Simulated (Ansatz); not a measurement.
BeF₂, SMILES [F][Be][F] (connectivity only; charge and spin as stated), charge -1, multiplicity 2.

Geometry optimised at B3LYP-D3(BJ)/def2-TZVPD. The multiplicity is an assumed one; other spin states were not compared. The isomer is the one that the SMILES or the coordinates give; other isomers of the formula were not compared.

Two levels are set side by side: PBE/def2-TZVPD (Ansatz, a program for electronic structure) and CAM-B3LYP/def2-TZVPD (Ansatz). Energy differences of separate SCF runs at the same geometry; the states with an electron removed or added have multiplicity 1. Differences are taken from unrounded values.

```csv
quantity,CAM-B3LYP,PBE,PBE minus CAM-B3LYP
vertical ionisation energy (eV),0.71,0.70,-0.01
```

Here PBE gives about what the other level gives.
